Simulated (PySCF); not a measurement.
C₉H₇N₃.
Cartesian coordinates in Å at the GFN2-xTB level; atoms count from 1:
```
atom  x, y, z in Å
C1    -2.9347   -0.1016    0.0885
C2    -2.2787    1.1115    0.2207
C3    -0.8985    1.1641    0.1758
C4    -0.1564   -0.0041    0.0077
C5     1.3025    0.0463   -0.0394
C6     2.1261   -0.9361    0.5209
N7     3.4438   -0.8627    0.4516
N8     4.0171    0.1421   -0.1218
N9     3.3406    1.1000   -0.6616
C10    2.0192    1.0799   -0.6519
C11   -0.8237   -1.2218   -0.1173
C12   -2.2044   -1.2663   -0.0825
H13   -4.0132   -0.1392    0.1176
H14   -2.8445    2.0209    0.3578
H15   -0.3902    2.1099    0.2937
H16    1.7260   -1.7920    1.0477
H17    1.5293    1.9013   -1.1572
H18   -0.2581   -2.1297   -0.2683
H19   -2.7120   -2.2134   -0.1892
```

Probes without a nucleus sit at each ring's centroid and 1 Å off its mean plane on both sides; NICS is minus the shielding there, NICSzz its component along the normal. Level: GIAO PBE0/pcSseg-1 (PySCF, non-relativistic, gas phase) on the GFN2-xTB geometry, one conformer.

Ring bond lengths (Å), with Mayer bond orders in brackets: C1–C2 1.385 (1.43), C2–C3 1.382 (1.45), C3–C4 1.394 (1.40), C4–C11 1.394 (1.40), C11–C12 1.382 (1.45), C12–C1 1.385 (1.43); C5–C6 1.399 (1.35), C6–N7 1.322 (1.43), N7–N8 1.291 (1.36), N8–N9 1.291 (1.36), N9–C10 1.322 (1.43), C10–C5 1.399 (1.35).

Give the NICS values of each ring in ppm.

| ring | type | NICS(0) | NICS(1), two faces | NICS(1)zz, two faces | rms pucker (Å) | centre to ring atoms, mean (Å) |
| --- | --- | --- | --- | --- | --- | --- |
| C1–C2–C3–C4–C11–C12 | 6-membered carbocycle; formal bonds all aromatic | -8.0 | -10.9 / -11.0 | -28.1 / -28.1 | 0.00 | 1.39 |
| C5–C6–N7–N8–N9–C10 | 6-membered ring with 3 N; formal bonds all aromatic | -4.0 | -11.0 / -11.0 | -26.9 / -26.9 | 0.01 | 1.34 |

What do they say, and how far can they be read as aromaticity?

- C1–C2–C3–C4–C11–C12: mean NICS(1)zz -28.1 ppm, shielded, aromatic by this magnetic criterion (flat ring, no four-coordinate atom).
- C5–C6–N7–N8–N9–C10: mean NICS(1)zz -26.9 ppm, shielded. For a flat ring without four-coordinate atoms the NICS criterion counts such a value as aromatic. NICS(0) lies 7 ppm above the mean NICS(1).

How equal are the bonds by HOMA? HOMA = 1 − mean of α(R − Ropt)² over the ring bonds, with Krygowski's 1993 parameters (CC: Ropt 1.388 Å, α 257.7 Å⁻²; CN: Ropt 1.334 Å, α 93.52 Å⁻²; NN: Ropt 1.309 Å, α 130.33 Å⁻²).

- C1–C2–C3–C4–C11–C12: HOMA 0.99 = 1 − EN − GEO, with mean bond length 1.387 Å, EN = α(Ropt − mean)² = 0.000 and GEO = α × variance = 0.007. The geometric and the magnetic index point the same way.
- C5–C6–N7–N8–N9–C10: HOMA 0.97; the largest term is that of N8–N9, α(R − Ropt)² = 0.04. The geometric and the magnetic index point the same way.
